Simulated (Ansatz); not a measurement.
```yaml
crystal:
  periodic: [false, false, false]
  atoms:
    - {symbol: C, position_ang: [-1.555375, -0.085637, 0.072945]}
    - {symbol: C, position_ang: [-0.058452, 0.005422, 0.006863]}
    - {symbol: Si, position_ang: [0.945129, -1.485604, -0.432963]}
    - {symbol: C, position_ang: [0.595386, 1.141356, 0.256942]}
    - {symbol: O, position_ang: [-0.036254, 2.296279, 0.588347]}
    - {symbol: H, position_ang: [-2.006286, 0.865964, 0.356183]}
    - {symbol: H, position_ang: [-1.870992, -0.841149, 0.799380]}
    - {symbol: H, position_ang: [-1.973344, -0.385332, -0.893364]}
    - {symbol: H, position_ang: [0.715954, -2.596508, 0.533985]}
    - {symbol: H, position_ang: [2.391438, -1.131909, -0.428106]}
    - {symbol: H, position_ang: [0.579775, -2.006293, -1.780937]}
    - {symbol: H, position_ang: [1.680348, 1.200680, 0.207522]}
    - {symbol: H, position_ang: [0.613173, 2.988133, 0.728004]}
basis:
  gaussian: {orbitals: 6-31G}
total_charge: -1
magnetization: {spin_polarized: true, initial_magnetization: 1}
hamiltonian: {xc: {name: HF}}
correlation: {method: rpa}
```

```sh
$ ansatz run in.yaml --threads 4 --pin off --events-out ev --progress --plain --max-ram 10444MiB
```

Output, abridged:

```
Functional definition: HF
852 factors; integrals over basis functions are off by at most 2.3e-4 eV
mean field evaluation 1: about -13105.9299 eV, gradient 1.8e1 eV
mean field evaluation 2: about -13105.9397 eV, gradient 1.8e1 eV
mean field evaluation 4: about -13108.3101 eV, gradient 3.0e0 eV
mean field evaluation 8: about -13108.4299 eV, gradient 1.7e-1 eV
mean field evaluation 16: about -13108.4352 eV, gradient 7.0e-2 eV
mean field evaluation 32: about -13108.5034 eV, gradient 1.4e0 eV
mean field evaluation 64: about -13108.4076 eV, gradient 9.8e-1 eV
mean field evaluation 96: about -13107.7495 eV, gradient 1.2e0 eV
mean field -13109.00368872 eV, -481.7469999585 hartree, gradient 2.0e-6 eV, S^2 0.761996; 15 other end points of the search recorded, 0 dependent functions left out
9 core orbitals not correlated: weight in the atoms' cores, before any rotation towards them, 1.000 or more for the frozen orbitals, at most 0.000 for the correlated occupied ones
reference -13109.00368872 eV, -481.7469999585 hartree; 16, 15 occupied and 40, 41 virtual orbitals, 852 factors
Total energy: -13122.59691417 eV, -482.2465417800 hartree
```

It took 2.9 s on 4 threads of an Arm Neoverse V2 on a shared host, with 0.09 GiB of host memory at the peak.
